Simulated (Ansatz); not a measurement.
Sb₂H₄. Charge 0, multiplicity 1. Geometry B3LYP-D4/def2-TZVP.

```xyz
6

Sb   -1.0407   -0.7837    0.6017
Sb    1.0420    0.7759   -0.6096
H    -1.7383   -1.0791   -0.9389
H    -2.0046    0.6245    0.7896
H     2.0175   -0.6268   -0.7772
H     1.7241    1.0893    0.9344
```

In the def2 sets Sb takes a core potential; there is no spin–orbit coupling. B3LYP takes the VWN-RPA correlation.

(1) Estimate the orbital energies around the gap (eV) in Ansatz with PBE-D4/def2-SVP, PBE-D4/def2-TZVP, B3LYP-D4/def2-TZVP, PBE0-D4/def2-TZVP, r2SCAN0-D4/def2-TZVP.

Results:

(1) 
| orbital | PBE-D4/def2-SVP | PBE-D4/def2-TZVP | B3LYP-D4/def2-TZVP | PBE0-D4/def2-TZVP | r2SCAN0-D4/def2-TZVP |
| --- | --- | --- | --- | --- | --- |
| HOMO−5 | -13.30 | -13.34 | -14.67 | -14.95 | -15.28 |
| HOMO−4 | -8.64 | -8.68 | -9.70 | -9.95 | -10.19 |
| HOMO−3 | -7.98 | -8.03 | -9.04 | -9.25 | -9.47 |
| HOMO−2 | -7.25 | -7.33 | -8.23 | -8.42 | -8.63 |
| HOMO−1 | -7.12 | -7.17 | -8.02 | -8.22 | -8.41 |
| HOMO | -5.75 | -5.84 | -6.53 | -6.70 | -6.85 |
| LUMO | -1.85 | -2.00 | -1.55 | -1.35 | -1.27 |
| LUMO+1 | -0.79 | -0.97 | -0.46 | -0.23 | -0.08 |
| LUMO+2 | -0.79 | -0.94 | -0.38 | -0.17 | -0.06 |
| LUMO+3 | -0.21 | -0.60 | -0.12 | 0.15 | 0.38 |
| LUMO+4 | 0.46 | 0.13 | 0.70 | 0.98 | 1.25 |
| LUMO+5 | 4.84 | 2.26 | 2.67 | 2.91 | 3.45 |
